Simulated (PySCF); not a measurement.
# Potential energy of GeF⁻ along the bond

Set-up: basis Ge aug-cc-pVDZ-PP with ECP10, F aug-cc-pVDZ; scalar-relativistic core potentials; PySCF 2.14. Energies in eV from Ge + F⁻ in their ground configurations at the same level. State: ³Σ⁻ (triplet), unpaired electrons π ↑↑.

```
R (Å)    PBE0
1.621  -2.228
1.696  -2.651
1.772  -2.873
1.828  -2.948
1.885  -2.965
1.942  -2.940
2.017  -2.859
2.111  -2.712
2.224  -2.498
2.375  -2.196
```

Task: Put a parabola through the three lowest points of the PBE0 curve and estimate Re, k and ωe (reduced mass 15.11 u; 1 eV/Å² = 0.16022 mdyn/Å; ωe = 1302.8·√(k/μ) cm⁻¹).

Result: Through R = 1.828, 1.885, 1.942 Å the second-order coefficient is 6.46 eV/Å², so Re ≈ 1.880 Å, k ≈ 2.07 mdyn/Å and ωe ≈ 482 cm⁻¹. A polynomial fit of higher order to the unrounded PBE0 energies gives Re = 1.877 Å, k = 2.20 mdyn/Å, ωe = 497 cm⁻¹; anharmonicity and rounding make the difference.

The higher-order fit for each curve: PBE0: Re = 1.877 Å, ωe = 497 cm⁻¹, De = 2.97 eV.

Spin–orbit coupling is left out. For an ion De counts to the pair picked by the measured ionisation energies or electron affinities, which need not be the lowest pair at this level. The highest Kohn–Sham level is positive in this anion. Much of that is self-interaction error, but it also means that the finite basis helps to hold the extra electron. The state is the lowest determinant that a PBE0 search found; another state may lie lower at other levels.
